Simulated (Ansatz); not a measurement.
A search over several starts for the lowest SCF solution of SiCl₃OH⁺, that is Si(OH)Cl3 with one electron fewer at the given spin, in a small basis.

```yaml
crystal:
  periodic: [false, false, false]
  atoms:
    - {symbol: Si, position_ang: [-0.064798, -0.117302, -0.275080]}
    - {symbol: O, position_ang: [-0.071152, -0.111621, 1.361319]}
    - {symbol: H, position_ang: [0.347323, 0.632101, 1.813329]}
    - {symbol: Cl, position_ang: [1.846954, -0.114405, -1.014477]}
    - {symbol: Cl, position_ang: [-1.031116, 1.524737, -1.031100]}
    - {symbol: Cl, position_ang: [-1.027221, -1.813510, -0.853991]}
basis:
  gaussian: {orbitals: def2-SVP}
total_charge: 1
magnetization: {spin_polarized: true, initial_magnetization: 1}
hamiltonian: {xc: pbe0, dispersion: d4}
output: {orbitals: {seedname: orbitals}}
```

```sh
$ ansatz run in.yaml --threads 2 --pin off --events-out ev --progress --plain --max-ram 4352MiB
```

It prints (some lines left out):

```
Functional definition: PBE0
822 factors; integrals over basis functions are off by at most 7.8e-4 eV
mean field evaluation 1: about -47462.3067 eV, gradient 4.4e1 eV
mean field evaluation 2: about -47425.5807 eV, gradient 9.7e1 eV
mean field evaluation 4: about -47469.1604 eV, gradient 4.7e0 eV
mean field evaluation 8: about -47469.3338 eV, gradient 5.3e-1 eV
mean field evaluation 16: about -47469.3357 eV, gradient 2.8e-2 eV
mean field evaluation 32: about -47469.3365 eV, gradient 7.4e-6 eV
mean field evaluation 64: about -47469.3083 eV, gradient 8.5e-1 eV
mean field -47469.33654349 eV, -1744.4659421013 hartree, gradient 7.4e-6 eV, S^2 0.754571; 7 other end points of the search recorded, 0 dependent functions left out
reference -47469.33656371 eV, -1744.4659428445 hartree; 37, 36 occupied and 54, 55 virtual orbitals, 822 factors
Total energy: -47469.52864415 eV, -1744.4730016705 hartree
```

Run time 14 s (2 threads of Arm Neoverse V2 on a shared host).
